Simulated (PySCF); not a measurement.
As2, charge +1, multiplicity 2. Atoms are numbered in the order given.

```xyz
2

As     0.0000     0.0000    -1.1027
As     0.0000     0.0000     1.1027
```
Charge +1, spin multiplicity 2.

Geometry: B3LYP-D3(BJ)/def2-TZVP. The spin state was assumed, not searched.

These are B3LYP-D3(BJ)/def2-TZVP (PySCF) values and carry that method's errors.

Frequencies are harmonic and unscaled.

Computed vibrational spectrum:
```csv
mode,ν (cm⁻¹),IR (km/mol),moving atoms (share of kinetic energy)
1,389,0.0,As 100 %
```
